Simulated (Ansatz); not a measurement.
```yaml
crystal:
  periodic: [false, false, false]
  atoms:
    - {symbol: C, position_ang: [-0.533635, 1.577396, 0.149276]}
    - {symbol: C, position_ang: [-0.691462, 0.672806, -0.804919]}
    - {symbol: C, position_ang: [-0.171427, -0.723564, -0.824387]}
    - {symbol: In, position_ang: [0.971842, -1.197458, 0.916874]}
    - {symbol: F, position_ang: [0.310320, -1.948964, 2.583220]}
    - {symbol: F, position_ang: [2.894073, -1.004066, 1.133720]}
    - {symbol: H, position_ang: [0.023804, 1.375810, 1.064480]}
    - {symbol: H, position_ang: [-0.955354, 2.571765, 0.069447]}
    - {symbol: H, position_ang: [-1.265009, 0.958339, -1.686840]}
    - {symbol: H, position_ang: [0.471214, -0.892142, -1.692798]}
    - {symbol: H, position_ang: [-0.988966, -1.447023, -0.887574]}
basis:
  gaussian: {orbitals: def2-TZVPP}
hamiltonian: {xc: {name: HF}}
correlation: {method: mp2, frozen_orbitals: {C: 9}}
```

```sh
$ ansatz run in.yaml --threads 4 --pin off --events-out ev --progress --plain --max-ram 11315MiB
```

It prints (some lines left out):

```
Functional definition: HF
Error: "frozen_orbitals" has no count for In
```

In this input frozen orbitals are typed for one element alone, and the program wants a count for each. The program refused the input.
